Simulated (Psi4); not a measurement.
Interaction energy of H2 ··· HF (SMILES [H][H] and F), singlet. Monomers: optimised at B3LYP-D3(BJ) (def2-TZVP), held rigid. Orientation: a random orientation, not optimised. The monomers approach along the line of their centres of mass (distance R); nothing else relaxes.

Geometry at R = 2.89 Å (first 2 atoms: monomer A):
```
4

H      0.3719     0.0000     0.0000
H     -0.3719     0.0000     0.0000
F      2.1149    -0.9926     1.7091
H      1.8280    -0.3633     2.3226
```

Levels of theory: PBE/def2-TZVP, counterpoise-corrected (Psi4); PBE-D3(BJ)/def2-TZVP, counterpoise-corrected (Psi4); wB97X-V/def2-TZVP, counterpoise-corrected (Psi4); CCSD(T)/aug-cc-pVDZ = DF-CCSD(T)/aug-cc-pVDZ, frozen core, counterpoise-corrected run with Psi4 1.11.

Interaction energies in kcal/mol; the last columns give the difference from CCSD(T):

```json
[
 {"R / Å": "2.26", "PBE/def2-TZVP": "2.70", "PBE-D3(BJ)/def2-TZVP": "2.48", "wB97X-V/def2-TZVP": "2.89", "CCSD(T)/aug-cc-pVDZ": "3.38", "PBE/def2-TZVP − CCSD(T)/aug-cc-pVDZ": "-0.69", "PBE-D3(BJ)/def2-TZVP − CCSD(T)/aug-cc-pVDZ": "-0.91", "wB97X-V/def2-TZVP − CCSD(T)/aug-cc-pVDZ": "-0.49"},
 {"R / Å": "2.52", "PBE/def2-TZVP": "0.66", "PBE-D3(BJ)/def2-TZVP": "0.46", "wB97X-V/def2-TZVP": "0.71", "CCSD(T)/aug-cc-pVDZ": "1.02", "PBE/def2-TZVP − CCSD(T)/aug-cc-pVDZ": "-0.35", "PBE-D3(BJ)/def2-TZVP − CCSD(T)/aug-cc-pVDZ": "-0.55", "wB97X-V/def2-TZVP − CCSD(T)/aug-cc-pVDZ": "-0.31"},
 {"R / Å": "2.70", "PBE/def2-TZVP": "0.10", "PBE-D3(BJ)/def2-TZVP": "-0.08", "wB97X-V/def2-TZVP": "0.11", "CCSD(T)/aug-cc-pVDZ": "0.34", "PBE/def2-TZVP − CCSD(T)/aug-cc-pVDZ": "-0.24", "PBE-D3(BJ)/def2-TZVP − CCSD(T)/aug-cc-pVDZ": "-0.42", "wB97X-V/def2-TZVP − CCSD(T)/aug-cc-pVDZ": "-0.23"},
 {"R / Å": "2.89", "PBE/def2-TZVP": "-0.15", "PBE-D3(BJ)/def2-TZVP": "-0.31", "wB97X-V/def2-TZVP": "-0.15", "CCSD(T)/aug-cc-pVDZ": "0.01", "PBE/def2-TZVP − CCSD(T)/aug-cc-pVDZ": "-0.17", "PBE-D3(BJ)/def2-TZVP − CCSD(T)/aug-cc-pVDZ": "-0.32", "wB97X-V/def2-TZVP − CCSD(T)/aug-cc-pVDZ": "-0.16"},
 {"R / Å": "3.07", "PBE/def2-TZVP": "-0.23", "PBE-D3(BJ)/def2-TZVP": "-0.37", "wB97X-V/def2-TZVP": "-0.23", "CCSD(T)/aug-cc-pVDZ": "-0.11", "PBE/def2-TZVP − CCSD(T)/aug-cc-pVDZ": "-0.12", "PBE-D3(BJ)/def2-TZVP − CCSD(T)/aug-cc-pVDZ": "-0.26", "wB97X-V/def2-TZVP − CCSD(T)/aug-cc-pVDZ": "-0.11"},
 {"R / Å": "3.26", "PBE/def2-TZVP": "-0.24", "PBE-D3(BJ)/def2-TZVP": "-0.35", "wB97X-V/def2-TZVP": "-0.23", "CCSD(T)/aug-cc-pVDZ": "-0.15", "PBE/def2-TZVP − CCSD(T)/aug-cc-pVDZ": "-0.09", "PBE-D3(BJ)/def2-TZVP − CCSD(T)/aug-cc-pVDZ": "-0.20", "wB97X-V/def2-TZVP − CCSD(T)/aug-cc-pVDZ": "-0.07"},
 {"R / Å": "3.56", "PBE/def2-TZVP": "-0.19", "PBE-D3(BJ)/def2-TZVP": "-0.28", "wB97X-V/def2-TZVP": "-0.17", "CCSD(T)/aug-cc-pVDZ": "-0.14", "PBE/def2-TZVP − CCSD(T)/aug-cc-pVDZ": "-0.05", "PBE-D3(BJ)/def2-TZVP − CCSD(T)/aug-cc-pVDZ": "-0.13", "wB97X-V/def2-TZVP − CCSD(T)/aug-cc-pVDZ": "-0.03"},
 {"R / Å": "3.89", "PBE/def2-TZVP": "-0.13", "PBE-D3(BJ)/def2-TZVP": "-0.19", "wB97X-V/def2-TZVP": "-0.12", "CCSD(T)/aug-cc-pVDZ": "-0.10", "PBE/def2-TZVP − CCSD(T)/aug-cc-pVDZ": "-0.03", "PBE-D3(BJ)/def2-TZVP − CCSD(T)/aug-cc-pVDZ": "-0.08", "wB97X-V/def2-TZVP − CCSD(T)/aug-cc-pVDZ": "-0.01"},
 {"R / Å": "4.35", "PBE/def2-TZVP": "-0.07", "PBE-D3(BJ)/def2-TZVP": "-0.10", "wB97X-V/def2-TZVP": "-0.06", "CCSD(T)/aug-cc-pVDZ": "-0.06", "PBE/def2-TZVP − CCSD(T)/aug-cc-pVDZ": "0.00", "PBE-D3(BJ)/def2-TZVP − CCSD(T)/aug-cc-pVDZ": "-0.04", "wB97X-V/def2-TZVP − CCSD(T)/aug-cc-pVDZ": "0.00"},
 {"R / Å": "5.11", "PBE/def2-TZVP": "-0.02", "PBE-D3(BJ)/def2-TZVP": "-0.03", "wB97X-V/def2-TZVP": "-0.03", "CCSD(T)/aug-cc-pVDZ": "-0.03", "PBE/def2-TZVP − CCSD(T)/aug-cc-pVDZ": "0.01", "PBE-D3(BJ)/def2-TZVP − CCSD(T)/aug-cc-pVDZ": "-0.01", "wB97X-V/def2-TZVP − CCSD(T)/aug-cc-pVDZ": "0.00"},
 {"R / Å": "6.08", "PBE/def2-TZVP": "-0.01", "PBE-D3(BJ)/def2-TZVP": "-0.01", "wB97X-V/def2-TZVP": "-0.01", "CCSD(T)/aug-cc-pVDZ": "-0.01", "PBE/def2-TZVP − CCSD(T)/aug-cc-pVDZ": "0.00", "PBE-D3(BJ)/def2-TZVP − CCSD(T)/aug-cc-pVDZ": "0.00", "wB97X-V/def2-TZVP − CCSD(T)/aug-cc-pVDZ": "0.00"},
 {"R / Å": "7.42", "PBE/def2-TZVP": "0.00", "PBE-D3(BJ)/def2-TZVP": "0.00", "wB97X-V/def2-TZVP": "0.00", "CCSD(T)/aug-cc-pVDZ": "0.00", "PBE/def2-TZVP − CCSD(T)/aug-cc-pVDZ": "0.00", "PBE-D3(BJ)/def2-TZVP − CCSD(T)/aug-cc-pVDZ": "0.00", "wB97X-V/def2-TZVP − CCSD(T)/aug-cc-pVDZ": "0.00"}
]
```

PBE/def2-TZVP is furthest from CCSD(T)/aug-cc-pVDZ at 2.26 (-0.69 kcal/mol, below); its mean absolute difference over the points is 0.15 kcal/mol.

PBE-D3(BJ)/def2-TZVP is furthest from CCSD(T)/aug-cc-pVDZ at 2.26 (-0.91 kcal/mol, below); its mean absolute difference over the points is 0.24 kcal/mol.

wB97X-V/def2-TZVP is furthest from CCSD(T)/aug-cc-pVDZ at 2.26 (-0.49 kcal/mol, below); its mean absolute difference over the points is 0.12 kcal/mol.
